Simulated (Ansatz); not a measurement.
```yaml
crystal:
  periodic: [false, false, false]
  atoms:
    - {symbol: Si, position_ang: [-0.805874, 1.893490, 0.083350]}
    - {symbol: P, position_ang: [0.966251, 0.727899, 0.848824]}
    - {symbol: N, position_ang: [1.010225, -0.594888, -0.228440]}
    - {symbol: Sb, position_ang: [-0.406456, -2.051914, -0.403178]}
    - {symbol: H, position_ang: [-0.396164, 2.627310, -1.142359]}
    - {symbol: H, position_ang: [-1.208027, 2.867436, 1.134494]}
    - {symbol: H, position_ang: [-1.973185, 1.032065, -0.257310]}
    - {symbol: H, position_ang: [0.277474, 0.212197, 1.990476]}
    - {symbol: H, position_ang: [1.955862, -0.888697, -0.422941]}
    - {symbol: H, position_ang: [0.138227, -2.586144, -1.938742]}
    - {symbol: H, position_ang: [0.507165, -3.295754, 0.356227]}
basis:
  gaussian: {orbitals: def2-TZVPPP}
hamiltonian: {xc: {name: wB97}}
output: {forces: true}
```

```sh
$ ansatz run in.yaml --threads 4 --pin off --events-out ev --progress --plain --max-ram 10444MiB
```

(1) How does Ansatz answer? (An estimate is asked.)

## Answers

(1) The calculation gave: The input was rejected before any iteration.
```
Error: <dir> can't be read: No such file or directory (os error 2)
```
